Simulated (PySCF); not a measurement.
A GIAO shielding run with PySCF (density fitting, non-relativistic, gas phase) on `CCOC(=O)O[Si@@H](C)Cl`, C4H9ClO3Si:

```
$ OMP_NUM_THREADS=1 python probes_run.py task.json out

{"job": {"kind": "nmr", "xc": "PBE0", "basis": "pcSseg-1"}, "charge": 0, "multiplicity": 1}
C     -3.096923    -0.788404    -0.819212
C     -2.572858    -0.425732     0.562020
O     -1.190638    -0.768234     0.706542
C     -0.311974     0.084392     0.200253
O     -0.567808     1.126217    -0.331958
O      0.912364    -0.375507     0.388097
Si     2.286030     0.355057    -0.198746
C      3.639868    -0.696105     0.597190
Cl     2.285874     0.182685    -2.193533
H     -2.944234    -1.846923    -1.014595
H     -2.575785    -0.208765    -1.576920
H     -4.158482    -0.564818    -0.874088
H     -2.693930     0.646674     0.744567
H     -3.079720    -0.997610     1.341434
H      2.292207     1.760002     0.179340
H      4.620464    -0.353008     0.286009
H      3.548848    -1.740994     0.311460
H      3.597936    -0.647371     1.680482
```

Hardware: 1 thread of an Intel Xeon, shared host. The job also computes population analyses, field gradients.

**Question.** How large is the calculation?

**Answer.** 88 electrons, 212 basis functions and 1147 auxiliary functions.

**Question.** How long does it take, and how much memory does it need?

**Answer.** 62 s of wall time, with 14 SCF cycles and 5 response iterations; peak memory 0.94 GiB. Times on a shared host scatter by some tens of per cent.
